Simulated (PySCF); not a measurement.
Compound: CHBClF3O2.
SMILES with atom numbers: `[OH:1][B:2]([Cl:3])[O:4][C:5]([F:6])([F:7])[F:8]` (hydrogens: H9 on O1)

Method: PBE0-D3(BJ)/def2-SVP geometry optimisation, gas phase in PySCF.

List the bond lengths, angles and torsions at this level.

| bond | length (Å) | order |
| --- | --- | --- |
| O1–B2 | 1.339 | single |
| B2–Cl3 | 1.760 | single |
| B2–O4 | 1.373 | single |
| O4–C5 | 1.349 | single |
| C5–F6, C5–F7, C5–F8 | 1.326 | single |
| O1–H9 | 0.962 | single |

Bonds in one row agree within 0.01 Å and their mean is given. Orders are formal, as drawn. A selection of angles:
| angle | degrees |
| --- | --- |
| O1–B2–Cl3 | 122.8 |
| O1–B2–O4 | 121.0 |
| Cl3–B2–O4 | 116.2 |
| B2–O4–C5 | 124.0 |
| O4–C5–F6 | 111.6 |
| O4–C5–F7 | 108.4 |
| F6–C5–F7 | 108.4 |
| H9–O1–B2 | 113.8 |

Torsions: O1–B2–O4–C5 2° (synperiplanar); B2–O4–C5–F6 60° (synclinal); H9–O1–B2–Cl3 0° (synperiplanar).

B2 (three-coordinate boron) is planar (angles 122.8°, 121.0° and 116.2°, sum 360.0°, 0.00 Å off the plane of its three neighbours). The 2 B–O bonds span 1.339 Å (O1–B2, drawn single) to 1.373 Å (B2–O4, drawn single), a spread of 0.034 Å. Of the pairs four or more bonds apart, O1···F8 is among the closest relative to their van der Waals radii: 2.89 Å, 97 % of the sum of Bondi's values. O1 (boron-bound oxygen) is bent (angle 113.8°).

Point group: Cs (every atom within 0.08 Å of its image). No frequency check. One conformer, not necessarily the lowest (H–O1–B2–Cl3 0°, O1–B2–O4–C5 2°).
